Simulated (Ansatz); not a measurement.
Cartesian coordinates in Å:
```
C 0.864 0.639 0.570
C 0.217 -0.706 0.824
In -1.622 -0.914 -0.445
O -1.316 0.206 -2.098
H 0.237 1.466 0.912
H 1.818 0.718 1.106
H 1.065 0.804 -0.490
H -0.080 -0.864 1.861
H 0.839 -1.547 0.506
H -2.023 0.199 -2.746
```

Total charge 0; spin multiplicity 2. In: def2 effective core potential.

Problem. List the PBE0/def2-TZVPP orbital energies in eV (the Gaussian-basis code of Ansatz). (An estimate is asked.)

Solution. Ansatz gave: α occupied: -521.38, -278.41, -277.97, -127.72, -84.17, -84.00, -83.87, -26.14, -21.50, -20.74, -20.71, -20.64, -20.52, -20.40, -17.10, -12.68, -12.46, -11.53, -10.74, -9.90, -9.68, -7.93, -7.88, -5.46. α empty: -1.20, 0.12, 0.56, 1.60, 2.00, 2.51, 3.16, 3.30. β occupied: -521.30, -278.24, -277.97, -127.68, -84.14, -83.93, -83.86, -25.97, -21.27, -20.65, -20.62, -20.60, -20.43, -20.30, -16.87, -12.56, -12.34, -11.37, -10.62, -9.83, -9.14, -7.86, -7.18. β empty: -2.73, -0.83, 0.39, 0.89, 1.93, 2.16, 2.68, 3.32. ⟨S²⟩ = 0.758.
